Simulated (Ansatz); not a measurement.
C₅H₈AlFO₃ (`CC1=CC(C)=[O+][Al-]([OH])([F])[O]1`), 18 atoms. Charge 0, multiplicity 1. Hardware: A = 4 threads of an AMD EPYC 7R13 on a shared host and a share of an NVIDIA H100 80 GB; B = 4 threads of an AMD EPYC 7R13 on a shared host. Correlated methods freeze the cores. Open-shell runs search over several starts.

How many basis functions does each run have, and how long does it take in Ansatz? RKS r2SCAN0-D4/def2-TZVPP energy [A]; RKS B97M-V/def2-TZVPP energy [A]; UKS r2SCAN-D4/def2-TZVPP energy of the cation [A]; RKS BHLYP-D4/def2-TZVPP energy [A]; UKS PBE0-D4/def2-TZVPP energy of the cation [A]; RKS ωB97M-V/def2-SVP energy [B]; UKS PBE-D4/def2-TZVPP energy of the cation [A]; UKS ωB97X-V/def2-TZVPP energy of the cation [A]; RHF-MP2/def2-QZVPP energy [A]; RKS PBE0-D4/def2-TZVP relaxation (10 steps) [A]; RKS ωB97M-V/def2-QZVPP energy [A]; UKS B2PLYP (frozen core)/def2-TZVPP energy of the cation [A]. (An estimate is asked.)

Ansatz gave: Other jobs shared the machine, so times are rough.

| level | job | functions | wall time | peak host memory (GiB) |
| --- | --- | --- | --- | --- |
| RKS BHLYP-D4/def2-TZVPP | energy [A] | 433 | 6.5 s | 0.94 |
| RKS r2SCAN0-D4/def2-TZVPP | energy [A] | 433 | 7.5 s | 0.96 |
| UKS B2PLYP (frozen core)/def2-TZVPP | energy of the cation [A] | 433 | 7.5 s | 2.1 |
| RKS ωB97M-V/def2-QZVPP | energy [A] | 823 | 7.5 s | 1.5 |
| RKS B97M-V/def2-TZVPP | energy [A] | 433 | 8 s | 1 |
| UKS ωB97X-V/def2-TZVPP | energy of the cation [A] | 433 | 8 s | 1.2 |
| RKS ωB97M-V/def2-SVP | energy [B] | 184 | 9 s | 0.99 |
| UKS PBE0-D4/def2-TZVPP | energy of the cation [A] | 433 | 9.5 s | 1.1 |
| RHF-MP2/def2-QZVPP | energy [A] | 823 | 14 s | 1.5 |
| UKS r2SCAN-D4/def2-TZVPP | energy of the cation [A] | 433 | 15 s | 1.2 |
| UKS PBE-D4/def2-TZVPP | energy of the cation [A] | 433 | 15 s | 1.1 |
| RKS PBE0-D4/def2-TZVP | relaxation (10 steps) [A] | 364 | 52 s | 1 |
